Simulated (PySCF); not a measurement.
A GIAO shielding run with PySCF 2.14 (density fitting, non-relativistic, gas phase) on `C#CC[C@@](F)([SiH2]C)C(=C)C`, C₈H₁₃FSi:

```
$ OMP_NUM_THREADS=1 python probes_run.py task.json out

{"job": {"kind": "nmr", "xc": "PBE0", "basis": "pcSseg-1"}, "charge": 0, "multiplicity": 1}
C     -2.123570     2.700361    -0.428400
C     -1.153290     2.128779    -0.024438
C      0.012342     1.397584     0.429105
C      0.175279     0.059906    -0.310216
F      0.598133     0.370842    -1.613352
Si     1.616824    -1.014825     0.421240
C      3.247610    -0.104520     0.107270
C     -1.102918    -0.723925    -0.384396
C     -1.553144    -1.226780    -1.523488
C     -1.813754    -0.932381     0.918769
H     -2.967234     3.217837    -0.774817
H     -0.061419     1.214074     1.503359
H      0.903370     2.002735     0.240084
H      1.384893    -1.176530     1.864170
H      1.564659    -2.306675    -0.262633
H      3.332390     0.196586    -0.933375
H      4.092429    -0.746560     0.336483
H      3.340160     0.787699     0.721223
H     -1.045250    -1.063808    -2.457417
H     -2.459129    -1.806951    -1.562208
H     -2.272487    -0.001721     1.251402
H     -2.598238    -1.675457     0.802255
H     -1.122409    -1.269287     1.689459
```

Hardware: 1 thread of an Arm Neoverse N1, shared host. The job also computes population analyses, field gradients.

Question: How large is the calculation?

Answer: 84 electrons, 242 basis functions and 1272 auxiliary functions.

Question: How long does it take, and how much memory does it need?

Answer: 2.2 min of wall time, with 14 SCF cycles and 5 response iterations; peak memory 1.1 GiB. Times on a shared host scatter by some tens of per cent.
